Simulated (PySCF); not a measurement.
CCl3, charge -1.

```xyz
4

C      0.0000     0.0000    -0.7438
Cl     1.5003    -0.8662     0.0875
Cl     0.0000     1.7324     0.0875
Cl    -1.5003    -0.8662     0.0875
```
Charge -1, spin multiplicity 1.

Coordinates come from a r2SCAN-D4/def2-SVPD optimisation.

Method: B3LYP/pcSseg-2 run with PySCF. Non-relativistic, no solvent.

Computed absolute GIAO shielding of each atom: isotropic value and principal components (ppm):
```csv
atom,σ(iso),σ11,σ22,σ33,span
C1,-62.9,-93.2,-93.2,-2.3,91.0
Cl2,471.5,138.4,336.2,940.0,801.6
Cl3,471.5,138.4,336.1,940.0,801.6
Cl4,471.5,138.4,336.2,940.0,801.6
```
